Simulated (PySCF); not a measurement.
# Spinor energies of In⁺ (indium, charge +1)

Start: [Kr] 4d10 5s1 5p1; 5s1/2 filled at m_j = +1/2; 5p3/2 filled at m_j = +3/2. Calculated with PySCF 2.14 in x2c-TZVPall-2c with one added diffuse shell each of s, p, d, f type (9s10p6d3f, 90 functions): generalised Hartree-Fock with the X2C-1e Hamiltonian and a Gaussian nucleus; one run each with spin-orbit coupling (SO) switched off, then screened by Boettger's factors. This is a chosen level, not necessarily the ground level.

```
spinor shell  electrons  ε, spin-free (eV)  ε, screened SO (eV)  weight of nominal j (screened SO)  rms radius, screened SO (bohr)
       1s1/2          2           -28090.4             -28088.0                              1.000                          0.0340
       2s1/2          2            -4304.2              -4303.6                              1.000                           0.139
       2p1/2          2            -3857.1              -4003.3                              1.000                           0.120
       2p3/2          4            -3857.1              -3790.3                              1.000                           0.125
       3s1/2          2            -862.86              -862.76                              1.000                           0.371
       3p1/2          2            -712.84              -740.17                              1.000                           0.365
       3p3/2          4            -712.84              -700.38                              1.000                           0.376
       3d3/2          4            -480.53              -485.29                              1.000                           0.350
       3d5/2          6            -480.53              -477.32                              1.000                           0.353
       4s1/2          2            -153.06              -153.11                              1.000                           0.908
       4p1/2          2            -106.14              -110.99                              1.000                           0.971
       4d3/2          4            -36.289              -36.937                              0.976                            1.26
       4d5/2          6            -36.289              -35.968                              0.984                            1.27
       5s1/2          1            -20.156              -20.179                              0.999                            2.70
       5p3/2          1            -13.019              -12.883                              1.000                            3.40
```

**Question.** Where does 4p3/2 lie, and what is the 4p spin-orbit splitting (screened SO)?

**Answer.** At -104.03 eV, 6.967 eV above 4p1/2.

| quantity | spin-free | screened SO |
| --- | --- | --- |
| E (hartree) | -5877.27797 | -5878.55579 |
| M_J | 2 | 2 |
| ⟨J²⟩ | 6.008 | 6.008 |
| ⟨L²⟩ | 2.006 | 2.022 |
| ⟨S²⟩ | 2.003 | 2.019 |

Each row is a mean over spinors that exchange with the open shell spreads, by up to 0.403 eV (4s1/2).

Breit and QED terms are absent; they matter most for the inner s and p1/2 levels.

Densities and radii are taken from the X2C orbitals without a picture-change correction, which distorts them close to the nucleus.

Without spin-orbit coupling the j labels of p, d and f shells carry no meaning; the spin-free column gives the mean over the occupied spinors of each nl shell.
